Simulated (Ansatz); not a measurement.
Basis-set series for `[O]=[V]([OH])([Cl])[Cl]`. Total charge 0; spin multiplicity 1. The geometry is a stationary point of PBE0-D4/def2-TZVP. It is one conformer, not always the lowest.

```json
{"functional": "PBE0-D4", "basis": "def2-SVP", "functions": "100", "energy (Eh)": "-2014.44140", "HOMO (eV)": "-9.21", "LUMO (eV)": "-3.81"}
{"functional": "PBE0-D4", "basis": "def2-QZVPP", "functions": "377", "energy (Eh)": "-2015.13000", "HOMO (eV)": "-9.37", "LUMO (eV)": "-3.81"}
{"functional": "ωB97M-V", "basis": "def2-SVP", "functions": "100", "energy (Eh)": "-2014.94579", "HOMO (eV)": "-11.32", "LUMO (eV)": "-1.60"}
{"functional": "ωB97M-V", "basis": "def2-QZVPP", "functions": "377", "energy (Eh)": "-2015.63135", "HOMO (eV)": "-11.56", "LUMO (eV)": "-1.66"}
```

Question: Give the rows for def2-TZVPP. (Estimate.)

Answer: Computed: 
| functional | basis | functions | energy (Eh) | HOMO (eV) | LUMO (eV) |
| --- | --- | --- | --- | --- | --- |
| PBE0-D4 | def2-TZVPP | 224 | -2015.07657 | -9.35 | -3.79 |
| ωB97M-V | def2-TZVPP | 224 | -2015.58074 | -11.53 | -1.62 |

Scalar relativity is left out up to krypton.
